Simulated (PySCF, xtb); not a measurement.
BrF₂HOSi, SMILES O[Si](F)(F)Br. One conformer was computed; it need not be the lowest.

Harmonic wavenumbers (cm⁻¹) from GFN2-xTB (xtb 6.7.1) at its own minimum, in rising order: 139, 157, 209, 231, 257, 272, 494, 739, 854, 915, 1029, 3660.

### Question
What does PySCF with B3LYP-D3(BJ)/def2-SVP give at its own minimum? (An estimate is asked for; the answer gives what the named calculation found.)

### Answer
125, 195, 210, 274, 330, 336, 480, 757, 872, 967, 1004, 3863. Paired by order, the mean absolute difference is 47 cm⁻¹ and the zero-point energies are 12.8 and 13.5 kcal/mol.
